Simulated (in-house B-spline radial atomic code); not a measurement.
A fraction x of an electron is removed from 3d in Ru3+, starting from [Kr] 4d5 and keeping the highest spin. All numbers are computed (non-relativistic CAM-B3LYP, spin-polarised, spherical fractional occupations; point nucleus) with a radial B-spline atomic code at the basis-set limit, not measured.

Caution: exact exchange at fractional occupations of open shells leaves self-interaction of up to several eV.

```csv
x,E(x) - E(0) (eV),3d down level (eV)
0,0.0000,-320.578
0.05,16.0716,-322.286
0.18,?,?
0.3,97.7183,-330.913
0.47,?,?
0.5,164.6000,-337.919
0.59,195.1557,-341.101
0.67,222.5574,-343.944
0.82,274.5511,-349.313
0.94,316.7281,-353.643
1,338.0120,-355.820
```

**Question.** What belongs in the row x = 0.18?

**Answer.** An energy change of 58.2587 eV; 3d down at -326.754 eV.

**Question.** What belongs in the row x = 0.47?

**Answer.** An energy change of 154.4783 eV; 3d down at -336.862 eV.

**Question.** Check Janak's theorem between x = 0.5 and 0.59.

**Answer.** The slope of the energy is 339.51 eV; the orbital levels give 339.51 eV (-ε of the emptying orbital, averaged over the two points).
